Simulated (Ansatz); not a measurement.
`C#C[SiH](O)F` + `CF` → `C#C[SiH](F)CF` + H₂O at 600 K and 1 bar (formal exchange of groups at the Si–O bond).

Program: Ansatz. Geometries: PBE0-D4/def2-TZVP. ΔE: electronic, gas phase. CCSD(T)/CBS adds triple-zeta CCSD(T) − MP2 to the extrapolated MP2 energy (def2 sets, frozen cores). This one scheme is used for every species. Each species was taken in one conformer, which may not be the lowest.

| species | CCSD(T)/CBS energy (Eh) | H − E (kJ/mol) | S (J/(mol·K)) |
| --- | --- | --- | --- |
| `C#C[SiH](O)F` | -542.02392 | 174.3 | 408.0 |
| `CF` | -139.63461 | 127.6 | 254.6 |
| `C#C[SiH](F)CF` | -605.22886 | 224.6 | 456.2 |
| H₂O | -76.37941 | 76.8 | 212.8 |

H − E and S are ideal-gas, rigid-rotor, harmonic terms from PBE0-D4/def2-TZVP, for one conformer and one mirror image of each species. 1 Eh = 2625.50 kJ/mol, R = 8.31446 J/(mol·K).

Problem. By hand: ΔE, ΔH, ΔS and ΔG.

Solution. ΔE = (-605.22886) + (-76.37941) − (-542.02392) − (-139.63461) = 0.05026 Eh = 132.0 kJ/mol. Δ(H − E) = 224.6 + 76.8 − 174.3 − 127.6 = -0.5, so ΔH = 131.5 kJ/mol. ΔS = 456.2 + 212.8 − 408.0 − 254.6 = 6.4 J/(mol·K). ΔG = 131.5 − 600 × (6.4)/1000 = 127.7 kJ/mol.

Problem. By hand: the equilibrium constant, and the temperature at which ΔG would vanish if ΔH and ΔS stayed fixed.

Solution. log₁₀ K = −ΔG/(RT ln 10) = -11.1. ΔG = 0 at ΔH/ΔS = 20547 K, far beyond where these terms or the molecules hold.

The number of gas molecules stays the same, so ΔS is small and ΔH decides. A doubt of 5 kJ/mol in ΔE shifts log₁₀ K by 0.4 here. Other conformers and mirror images would add mixing entropy, several J/(mol·K) or more a flexible species. Modes under 60 cm⁻¹, often nearly free rotors, make the harmonic entropy too high. These are equilibria of isolated gas molecules and say nothing of rates. Largest T1 diagnostic: 0.013 (customary marks: 0.02 for closed shells, 0.045 for open ones).
